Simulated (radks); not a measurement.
Values are calculated unless marked as measured or tabulated.
All-electron atom: the strontium ion Sr2+ in [Kr]. Code: a radial shooting solver on a logarithmic mesh with Libxc functionals. Model: Dirac Kohn-Sham, BLYP, spin-unpolarised, spherical densities, point nucleus.

Normalised radial functions P(r) = r R(r) (large component), r in bohr:

```
   r/bohr * 3d5/2, o 4s1/2, + 4p1/2 (the largest magnitude, 1.4, reaches the edge; | marks zero, & curves that meet)
 0.001321                             &o
 0.001721                             &o
 0.002241                             &o
 0.002894                             &o
 0.003769                             & o
 0.004907                             & o
  0.00639                             & o
 0.008321                             &  o
  0.01083                             &  o
    0.014                             *+  o
  0.01822                             *+  o
  0.02373                             * + o
   0.0309                             * +o
  0.04024                             |*o+
  0.05239                             o * +
  0.06768                          o  |  * +
  0.08812                        o    |    &
   0.1147                       o     |    +  *
   0.1494                        o    | +          *
   0.1946                            &|                 *
   0.2533                       +     |    o                 *
   0.3273                     +       |        o                 *
   0.4261                     +       |        o                 *
   0.5549                           + | o                    *
   0.7225                     o       |     +          *
   0.9408             o               |         *  +
    1.215          o                  |    *           +
    1.582             o               | *             +
    2.061                    o        *          +
    2.683                         o   *     +
    3.494                            o* +
    4.549                             &+
```

3d5/2: eigenvalue -141.13 eV, 0 radial nodes, <r> = 0.500 bohr, 90 % of the charge inside 0.811 bohr. 4s1/2: eigenvalue -54.538 eV, 3 radial nodes at r = 0.0499, 0.203, 0.593 bohr, <r> = 1.35 bohr, 90 % of the charge inside 1.98 bohr. 4p1/2: eigenvalue -37.129 eV, 2 radial nodes at r = 0.178, 0.604 bohr, <r> = 1.53 bohr, 90 % of the charge inside 2.29 bohr.
